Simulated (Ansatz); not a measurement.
Ansatz (a first-principles code) input:

Ansatz 0.2 input:
```yaml
crystal:
  periodic: [false, false, false]
  atoms:
    - {symbol: Ga, position_ang: [-0.00000000, -0.00000000, -0.35303556]}
    - {symbol: O, position_ang: [0.00000000, 0.00000000, 1.36801278]}
basis:
  gaussian:
    orbitals: def2-TZVP
hamiltonian:
  xc: b3lyp
  dispersion: d3bj
magnetization: {spin_polarized: true, initial_magnetization: 1}
phonons: {temperatures: {t_min: 298.15, t_max: 298.15, t_step: 100}}
```

**Question.** Which total energy does the run end on?

**Answer.** -2000.11465 Eh (B3LYP-D3(BJ)/def2-TZVP). The basis has 79 functions.
